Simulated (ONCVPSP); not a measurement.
**lead (Pb): one change to an ONCV potential, before and after**

| Property | Result |
| --- | --- |
| Element | Pb (Z = 82) |
| Generator | ONCVPSP 4.0.1 |
| Type | optimised norm-conserving Vanderbilt (ONCV) |
| Functional | LDA (Perdew-Zunger) |
| Relativity | scalar-relativistic |
| Frozen core | [Xe] 4f14 |
| Valence charge | 14 |
| Reference configuration | 5d10 6s1.75 6p2.25 |
| Partial waves | 6s: rc 1.70 bohr, ncon 4, nbas 8, qcut 3.1 1/bohr, 2 projectors, debl 2.8 Ha; 6p: rc 2.00 bohr, ncon 4, nbas 8, qcut 3.5 1/bohr, 2 projectors, debl 3.4 Ha; 5d: rc 1.45 bohr, ncon 3, nbas 8, qcut 10.2 1/bohr, 2 projectors, debl 2.5 Ha; f scattering state at 0.26 Ha: rc 2.05 bohr, ncon 4, nbas 7, qcut 6 1/bohr, 2 projectors, debl 1 Ha |
| Local potential | polynomial inside 1.45 bohr (lpopt 5, dvloc0 1 Ha) |
| Core correction | none |

All-electron outer shells of the reference configuration (LDA (Perdew-Zunger), scalar-relativistic, ld1.x):

```tsv
shell	level (eV)	outermost node (bohr)	outermost maximum (bohr)
4f	-133.73	–	0.35
5p	-86.42	0.49	0.88
5d	-21.72	0.52	1.07
6s	-12.62	1.01	1.95
6p	-3.89	1.18	2.63
```

Change: d: rc 1.34; local potential polynomial inside 1.34 bohr (lpopt 5, dvloc0 1 Ha).

Cutoffs: the cutoffs (Ha) at which the residual kinetic energy of the hardest occupied pseudo-wave falls to 1 and 0.1 mHa per electron; they do not see the model core or the augmentation charge, which bear on the density cutoff. Errors are all-electron minus pseudo energies relative to the spin-unpolarised reference configuration.

Q: What does the change do?

A: The potential gets neither clearly harder nor softer (26 Ha and 57 Ha → 25 Ha and 57 Ha); both files keep a bound ghost (s); the lowest positive-energy flag moves from none to p at 51.9 eV; of the 3 tests that both files solve, the error grows in 1 and shrinks in 0 by more than 15 % and 0.3 meV (median size 3.1 → 3.3 meV); the range in which the s phases agree widens (upper end -0.2 → at the end of the scan).

```tsv
quantity	base	changed
cutoff, loose	26 Ha	25 Ha
cutoff, tight	57 Ha	57 Ha
loose cutoff by channel	s 18 Ha, p 5.3 Ha, d 26 Ha	s 18 Ha, p 5.3 Ha, d 25 Ha
bound ghosts	s	s
GHOST(+) flags under 300 eV	none	p at 51.9 eV
tests with a reliable result	3 of 4	3 of 4
error for 5d10 6s2 6p2, meV [ΔE -2.17 eV]	+0.5	+0.4
error for 5d10 6s2 6p1, meV [ΔE 4.67 eV]	-3.1	-3.3
error for 5d10 6s2 6p0, meV [ΔE 18.43 eV]	-11	-13
s: phases at 1.72 bohr within 0.05 rad from the reference energy up to (Ha; the scan ends near 5)	-0.2	to the end of the scan
p: phases at 2.03 bohr within 0.05 rad from the reference energy up to (Ha; the scan ends near 5)	2.6	1.7
f: phases at 2.08 bohr within 0.05 rad from the reference energy up to (Ha; the scan ends near 5)	3.5	3.6
```

Base: The cutoffs count occupied waves only; projector 2 of the p channel, the hardest unoccupied one, needs 67 Ha at the loose tolerance. Changed file: The cutoffs count occupied waves only; projector 2 of the p channel, the hardest unoccupied one, needs 67 Ha at the loose tolerance. A true bound ghost makes a file unfit for plane-wave use even where its test errors are small: the radial tests pick states by their node count and pass the ghost by.
